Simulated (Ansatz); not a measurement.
One change: `[OH][Mo]([F])(=[S])=[S]` becomes `[NH2][Mo]([OH])(=[S])=[S]`.

Ansatz, PBE0-D4/def2-TZVP geometries, multiplicity 1. Each molecule was computed in one conformer, which needn't be the lowest.

Elements past krypton have def2 core potentials.

```json
{"property": "LUMO energy (PBE0/def2-TZVPP) / eV", "`[OH][Mo]([F])(=[S])=[S]`": "-3.38"}
{"property": "LUMO energy (ωB97M-V/def2-TZVPP) / eV", "`[OH][Mo]([F])(=[S])=[S]`": "-1.38"}
{"property": "ideal-gas entropy at 298 K and 1 bar (rigid rotor, harmonic PBE0-D4/def2-TZVP) / J/(mol·K)", "`[OH][Mo]([F])(=[S])=[S]`": "349"}
{"property": "size of the dipole moment (B3LYP/def2-TZVPP) / D", "`[OH][Mo]([F])(=[S])=[S]`": "2.29"}
{"property": "zero-point energy (PBE0-D4/def2-TZVP) / kJ/mol", "`[OH][Mo]([F])(=[S])=[S]`": "51.0"}
{"property": "size of the dipole moment (ωB97M-V/def2-TZVPP) / D", "`[OH][Mo]([F])(=[S])=[S]`": "2.27"}
```

Q: Give the same properties after the change, and the shifts. (An estimate is asked.)

A: The calculation gave: 
| property | `[NH2][Mo]([OH])(=[S])=[S]` | shift |
| --- | --- | --- |
| LUMO energy (PBE0/def2-TZVPP) / eV | -3.03 | 0.35 |
| LUMO energy (ωB97M-V/def2-TZVPP) / eV | -1.07 | 0.31 |
| ideal-gas entropy at 298 K and 1 bar (rigid rotor, harmonic PBE0-D4/def2-TZVP) / J/(mol·K) | 363 | 14 |
| size of the dipole moment (B3LYP/def2-TZVPP) / D | 3.25 | 0.96 |
| zero-point energy (PBE0-D4/def2-TZVP) / kJ/mol | 111.4 | 60.4 |
| size of the dipole moment (ωB97M-V/def2-TZVPP) / D | 3.20 | 0.93 |

The zero-point energy changes by 60.4 kJ/mol with +6 modes. Dipoles are sizes alone; their direction can turn.

B3LYP here is the variant with VWN-RPA as its local correlation; programs differ in this.
